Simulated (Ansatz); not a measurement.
Z-matrix (Å, degrees):
```
C
C 1 1.501
B 1 1.550 2 118.8
H 1 1.109 2 108.6 3 114.6
H 1 1.091 2 108.9 3 -131.5
N 2 1.378 1 114.8 3 -58.1
N 2 1.273 1 118.8 3 124.3
H 3 1.196 1 119.9 2 -162.1
H 3 1.200 1 121.7 2 22.0
H 6 1.007 2 116.7 1 166.0
H 6 1.007 2 116.9 1 26.0
H 7 1.020 2 111.6 1 -179.4
```

Charge 0, multiplicity 1.

Task: List the ωB97M-V/def2-TZVPP orbital energies in eV (Ansatz). (Best estimate.)

Result: Ansatz gave: Occupied: -395.01, -393.43, -283.45, -281.23, -188.26, -29.28, -26.43, -23.38, -18.94, -17.28, -17.18, -16.25, -14.26, -13.92, -13.18, -11.86, -11.64, -9.95, -9.32. Lowest empty: 0.35, 2.10, 2.64, 3.21, 3.45, 3.65, 4.06, 4.52.
